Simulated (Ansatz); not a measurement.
The cluster Ge₂Au⁺. The state is a singlet with charge 1. Geometry PBE-D4/def2-TZVP; atoms count from 1.

Cartesian coordinates in Å:
```
Au 0.031 1.243 0.712
Ge -0.478 0.006 -1.432
Ge 0.447 -1.249 0.720
```

In the def2 sets Au takes a core potential; there is no spin–orbit coupling. The restricted singlet is unstable: a solution with broken spin symmetry lies lower. At PBE0-D4/def2-TZVP a triplet of charge 1 lies 0.38 eV below the restricted singlet, each at its own geometry. The structure comes from a short search, and lower isomers may exist.

Estimate the Mulliken populations from the PBE0/def2-TZVP orbitals of Ansatz.


```tsv
atom	charge (e)	d electrons
Au1	0.44	9.57
Ge2	0.28	–
Ge3	0.28	–
```
Mulliken values depend strongly on the basis.

And the Mayer bond orders between heavy atoms (over 0.3)?

Au1–Ge2 0.79 (2.53 Å); Au1–Ge3 0.79 (2.53 Å); Ge2–Ge3 1.15 (2.66 Å).
